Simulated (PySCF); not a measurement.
## Worked example: chemical shift, span and skew from a shielding tensor

Ge(H)(Br)(NH2)2 (BrGeH5N2), SMILES [NH2][GeH]([NH2])[Br]. Atoms are numbered in the order given.

```xyz
9

Ge     0.2140    -0.4996     0.6424
N     -1.0835    -1.7488     0.8992
N      1.5508    -1.3738    -0.2475
Br    -0.3316     1.2611    -0.8055
H      0.4952     0.1629     2.0030
H     -1.3732    -2.2286     0.0462
H     -1.9101    -1.4291     1.4040
H      2.2140    -0.7498    -0.7071
H      2.0627    -2.0469     0.3249
```
Charge 0, spin multiplicity 1.

Coordinates come from a TPSSh-D3(BJ)/def2-SVP optimisation. The structure was generated by enumeration, and PubChem lists no compound with its InChIKey, so it may never have been made. Other conformers were not sampled.

GIAO shieldings from PBE/pcSseg-1 run with PySCF, non-relativistic, no solvent. The symmetric part of the tensor of N2 has the principal values 192.9, 200.0, 243.1 ppm. The same nucleus in NH3 has σ = 267.0 ppm at this level (PySCF, at its B3LYP-D3(BJ)/def2-TZVP geometry). Without spin–orbit terms, shifts of atoms bonded to Cl or Br come out too high.

Question: Work out the isotropic shielding, the ¹⁵N shift against NH3, the span and the skew.

Answer: 
σ(iso) = (σ11 + σ22 + σ33)/3 = 212.0 ppm. δ = σ(ref) − σ(iso) = 267.0 − (212.0) = 55.0 ppm.
Span Ω = σ33 − σ11 = 50.2 ppm. Skew κ = 3(σ(iso) − σ22)/Ω = 0.72. Tumbling in solution averages the tensor to δ; in a static solid the shielding alone would spread this spin-1/2 line over Ω.
